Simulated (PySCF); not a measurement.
# Correlation energy of Mo³⁺ (molybdenum, charge +3)

[Kr] 4d3, high-spin 4F determinant. Computed with PySCF 2.14 in def2-QZVPPD with the def2 core potential (28 electrons), with a scalar-relativistic core potential. Frozen: nothing; 11 electrons correlated.

```csv
level,correlation energy (mhartree)
CCSD,-310.43
(T),-6.68
CCSD(T),-317.11
```

Diagnostics: T1 = 0.0035, D1 = 0.0091, largest double amplitude 0.033.

Cost of the coupled-cluster step: about 50 core-seconds, for 11 correlated electrons.

The basis has no tight functions for the innermost shells, so their pair energies are far from complete.

This basis was not built for core-valence correlation, so the inner-shell part is incomplete.
